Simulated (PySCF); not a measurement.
## AsH₃: one-bond stretch

These are results of BP86/[As def2-TZVP, H def2-TZVP], no relativity, density fitting, PySCF, not measurements.

Rigid scan from the singlet minimum (As–H 1.536 Å (×3); H–As–H 91.2° (×3)). Coordinate: the bond from As to the last atom (H) scaled, the rest fixed. Energies in kJ/mol from the minimum.

(1) Predict the curve at 0.92, 0.96, 1.00, 1.05, 1.12, 1.20, 1.35, 1.55, 1.80, 2.20.

Answers

(1) 
```
scale of one bond  E (kJ/mol)  dipole size (D)
             0.92        14.7             0.37
             0.96         3.3             0.30
             1.00         0.0             0.25
             1.05         4.2             0.21
             1.12        20.7             0.26
             1.20        48.6             0.39
             1.35       111.2             0.70
             1.55       193.8                –
             1.80       278.3                –
             2.20       367.3                –
```

At long bonds a restricted determinant can lie too high, and another spin state can fall below this curve.

The scan took roughly 70 core-seconds on a shared host.
